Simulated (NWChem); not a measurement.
System meant: AlSiH5O2; SMILES [AlH]([O][SiH3])[OH]

The following NWChem deck was run.

```
start job
memory heap 200 mb stack 900 mb global 1100 mb
geometry units angstroms noautosym nocenter noautoz
  Al    -0.636485     1.293911     0.009012
  H     -2.155876     1.679720     0.041414
  O      0.491625     2.558366    -0.014427
  H      1.446621     2.486846    -0.033837
  O     -0.136334    -0.327952    -0.002019
  Si     0.208757    -1.936675    -0.001929
  H     -0.958973    -2.728863     0.492678
  H      1.378998    -2.215259     0.886503
  H      0.543166    -2.394140    -1.385552
end
basis spherical
  * library 6-31g*
end
dft
  xc m06-l
  iterations 150
end
property
  shielding
end
task dft property
```

End of the output:

```
 Vector   27  Occ=0.000000D+00  E= 3.827299D-02
              MO Center=  6.0D-02, -1.4D-01, -8.4D-04, r^2= 9.0D+00
   Bfn.  Coefficient  Atom+Function         Bfn.  Coefficient  Atom+Function
  ----- ------------  ---------------      ----- ------------  ---------------
    62      0.788952  6 Si py                10     -0.640764  1 Al s
    26      0.486972  3 O  s                 42     -0.389785  5 O  s
    11     -0.342067  1 Al px                12     -0.330960  1 Al py
    58      0.280924  6 Si py                70      0.252760  7 H  s
    20      0.211459  2 H  s                 74      0.206957  9 H  s

 center of mass
 --------------
 x =  -0.11081462 y =   0.27134112 z =  -0.00149240

 moments of inertia (a.u.)
 ------------------
        1017.410544710059          48.924244531958           1.504255650483
          48.924244531958         103.241482131731           0.556757179758
           1.504255650483           0.556757179758        1099.368773423737

     Multipole analysis of the density
     ---------------------------------

     L   x y z        total         alpha         beta         nuclear
     -   - - -        -----         -----         ----         -------
     0   0 0 0     -0.000000    -24.000000    -24.000000     48.000000

     1   1 0 0      0.405636      2.333903      2.333903     -4.262169
     1   0 1 0     -0.135424     -4.205276     -4.205276      8.275127
     1   0 0 1     -0.009963      0.033013      0.033013     -0.075990

     2   2 0 0    -27.422025    -45.521425    -45.521425     63.620826
     2   1 1 0      2.013890     14.771053     14.771053    -27.528216
     2   1 0 1      0.005264      0.494621      0.494621     -0.983977
     2   0 2 0    -32.466689   -292.256550   -292.256550    552.046410
     2   0 1 1     -0.029404      0.149122      0.149122     -0.327647
     2   0 0 2    -26.840270    -18.694667    -18.694667     10.549064

          -----------------------------------------
          Chemical Shielding Tensors (GIAO, in ppm)
          -----------------------------------------

 ------------------------------------------------------------------------
  xm06: d2 not coded                    0
 ------------------------------------------------------------------------
 ------------------------------------------------------------------------
  current input line :
    24: task dft property
 ------------------------------------------------------------------------
 ------------------------------------------------------------------------
 This error has not yet been assigned to a category
 ------------------------------------------------------------------------
 For more information see the NWChem manual at https://nwchemgit.github.io

0: xm06: d2 not coded:Received an Error in Communication
```

Problem. What is wrong, and how is it mended?

Solution. The run crashed. Cause: this functional's second derivatives, which shieldings need, aren't coded here; the fix takes a hybrid GGA instead. This input runs:
```
start job
memory heap 200 mb stack 900 mb global 1100 mb
geometry units angstroms noautosym nocenter noautoz
  Al    -0.636485     1.293911     0.009012
  H     -2.155876     1.679720     0.041414
  O      0.491625     2.558366    -0.014427
  H      1.446621     2.486846    -0.033837
  O     -0.136334    -0.327952    -0.002019
  Si     0.208757    -1.936675    -0.001929
  H     -0.958973    -2.728863     0.492678
  H      1.378998    -2.215259     0.886503
  H      0.543166    -2.394140    -1.385552
end
basis spherical
  * library 6-31g*
end
dft
  xc pbe0
  iterations 150
end
property
  shielding
end
task dft property
```
It converges to -685.05817 Ha (PBE0/6-31G* (spherical d), GIAO).
